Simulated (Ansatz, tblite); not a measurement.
Removing and adding an electron: Al₂Si₂. Total charge 0; singlet. Geometry: PBE-D4/def2-TZVP. Ansatz, gas phase; energy differences of separate SCF runs; the oxidised species was run as a doublet alone; the reduced species was run as a doublet alone.

```xyz
4

Al   -1.092    0.338   -0.397
Al    1.094   -0.335    0.394
Si    0.091   -1.517   -1.544
Si   -0.093    1.514    1.548
```

The xTB rows come from tblite. At PBE0-D4/def2-TZVP a triplet of charge 0 lies 0.32 eV below the restricted singlet, each at its own geometry. The structure comes from a short search, and lower isomers may exist.

```tsv
level	−HOMO (eV)	vertical IE (eV)	−LUMO (eV)	vertical EA (eV)	HOMO–LUMO gap (eV)	IE − EA (eV)	remarks
GFN2-xTB	6.39	9.16	6.08	3.64	0.31	5.51	–
PBE-D4/def2-TZVPD	4.72	–	4.41	2.35	0.30	–	–
PBE0-D4/def2-TZVPD	5.52	–	3.78	2.42	1.75	–	spin-contaminated (⟨S²⟩ 0.89) (-1 doublet)
```

(1) Estimate the rows for GFN1-xTB, PBE-D4/def2-TZVP, PBE0-D4/def2-TZVP.

## Answers

(1) 
```csv
level,−HOMO (eV),vertical IE (eV),−LUMO (eV),vertical EA (eV),HOMO–LUMO gap (eV),IE − EA (eV),remarks
GFN1-xTB,8.87,10.76,8.80,–,0.07,–,–
PBE-D4/def2-TZVP,4.70,7.07,4.41,–,0.30,–,–
PBE0-D4/def2-TZVP,5.52,7.13,3.77,–,1.75,–,spin-contaminated (⟨S²⟩ 0.87) (+1 doublet)
```

Run but left out: HF/def2-TZVPP, r2SCAN-D4/def2-TZVP, HF/def2-TZVPD (singlet: restricted singlet, unstable towards broken spin symmetry); MP2/def2-TZVPP, CCSD/def2-TZVPP, CCSD(T)/def2-TZVPP (charge +1 doublet: ⟨S²⟩ 1.88, where a pure state has 0.75); r2SCAN-D4/def2-TZVPD, MP2/def2-TZVPD, CCSD/def2-TZVPD, CCSD(T)/def2-TZVPD (charge -1 doublet: ⟨S²⟩ 1.14 to 1.77, where a pure state has 0.75).   Raw xTB energy differences between charge states are shifted by several eV; the methods need an empirical correction for them.
